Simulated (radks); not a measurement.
Values are calculated unless marked as measured or tabulated.
Rb, configuration [Kr] 5s1. Level of theory: Dirac Kohn-Sham, BP86, spin-unpolarised, spherical densities, point nucleus (a radial shooting solver on a logarithmic mesh with Libxc functionals).

X-ray form factor f0, the Fourier transform of the density (f0(0) = 37):

| sin(theta)/lambda (1/angstrom) | f0 (electrons) |
|---|---|
| 0.05 | 35.991 |
| 0.1 | 33.941 |
| 0.15 | 31.684 |
| 0.2 | 29.370 |
| 0.25 | 27.156 |
| 0.3 | 25.167 |
| 0.4 | 21.925 |
| 0.5 | 19.363 |
| 0.6 | 17.135 |
| 0.8 | 13.262 |
| 1 | 10.283 |
| 1.25 | 7.899 |
| 1.5 | 6.576 |
| 2 | 5.200 |
